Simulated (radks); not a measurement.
The terbium ion Tb22+, configuration [Kr] 4d7 (the NIST ground configuration).

Calculated with a radial shooting solver on a logarithmic mesh with Libxc functionals: scalar-relativistic Kohn-Sham, BLYP, spin-polarised, spherical densities, finite nucleus; open shells are filled with parallel spins first (spin-orbit coupling, left out, can overturn this in heavy ions); Fermi nuclear charge, rms radius 5.06 fm.

Energy parts (hartree):
part                       energy
total                 -11510.1106
kinetic                12402.7797
electron-nucleus      -27084.8304
Hartree                 3404.5568
exchange-correlation    -232.6167

Orbitals (lengths in bohr, moments of r in powers of bohr; <r^-3> diverges for s and p1/2):
orbital  occ.  eigenvalue (hartree)  <r^-3>
1s up       1             -1929.253       -
1s down     1             -1929.252       -
2s up       1             -339.5618       -
2s down     1             -339.4788       -
2p up       3             -304.3880   12100
2p down     3             -304.3220   12100
3s up       1             -93.47920       -
3s down     1             -93.43906       -
3p up       3             -82.63100    2578
3p down     3             -82.58612    2578
3d up       5             -68.56254   346.5
3d down     5             -68.49379   346.4
4s up       1             -35.44203       -
4s down     1             -35.22935       -
4p up       3             -31.62893   682.1
4p down     3             -31.41875   681.0
4d up       5             -26.44205   84.73
4d down     2             -26.23494   84.63

The highest occupied level is 4d down at -713.89 eV. The electron density at the nucleus is 7.206e+05 e/bohr^3 (large components only). The density falls to 0.001 e/bohr^3 at r = 1.44 bohr. Summed over all electrons, <r^2> = 6.048 bohr^2, which gives a Langevin (diamagnetic) susceptibility term of -4.79 x 10^-6 cm^3/mol.
